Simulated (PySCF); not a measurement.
GeF₃I, SMILES [F][Ge]([F])([F])[I]. Heavy atoms are numbered as in [F:1][Ge:2]([F:3])([F:4])[I:5].

Geometry optimised at B3LYP-D3(BJ)/def2-SVP. The def2 effective core potentials stand for the cores of I; spin–orbit coupling is left out.

Level of theory: r2SCAN/def2-TZVP (PySCF).

ESP charges are fitted to the potential on shells at 1.4 to 2.0 van der Waals radii. Atomic charges (e), one atom of each kind:

```csv
atom,ESP fit,Löwdin
F1,-0.14,[?]
Ge2,0.33,[?]
I5,0.09,[?]
```

Question: Some entries are withheld; supply them. (The exact figures need the calculation; the answer reports its results.)

Answer: 
- F1, Löwdin: -0.10
- Ge2, Löwdin: 0.07
- I5, Löwdin: 0.22
